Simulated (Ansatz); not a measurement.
Cartesian coordinates in Å:
```
C -1.229 -1.000 0.440
C -0.230 -0.187 0.082
Si -0.025 1.452 0.951
Si 0.936 -0.711 -1.277
H -1.392 -1.966 -0.035
H -1.937 -0.741 1.226
H -0.119 2.572 -0.024
H 1.310 1.532 1.601
H -1.089 1.600 1.981
H 0.540 -2.055 -1.775
H 2.335 -0.761 -0.771
H 0.899 0.265 -2.399
```

Charge 0, multiplicity 1.

Problem. List the r2SCAN/def2-TZVPP orbital energies in eV (Ansatz 0.2.0). (An estimate is asked.)

Solution. The calculation gave: Occupied: -1790.91, -1790.91, -273.74, -273.18, -141.40, -141.40, -96.26, -96.25, -96.25, -96.25, -96.24, -96.24, -20.25, -15.45, -13.94, -12.76, -11.37, -10.06, -9.33, -8.67, -8.60, -8.58, -7.43, -7.26. Lowest empty: -1.74, 0.06, 0.13, 0.86, 0.98, 1.54, 1.55, 1.81.
